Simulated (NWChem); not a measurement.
# WOF₃ cation; SMILES [O]=[W+]([F])([F])[F]

Computed with NWChem. Geometry: optimised at PBE0/def2-SVP. This spin state was assumed; another may lie lower. def2 effective core potentials on W; no spin-orbit coupling. Field at 589 nm.

Problem. What does the run give for B3LYP/def2-SVP? Quantities: isotropic polarisability (bohr³); anisotropy (bohr³).

Solution. 
| Item | Result |
|---|---|
| isotropic polarisability (bohr³) | 30.0 |
| anisotropy (bohr³) | 3.4 |
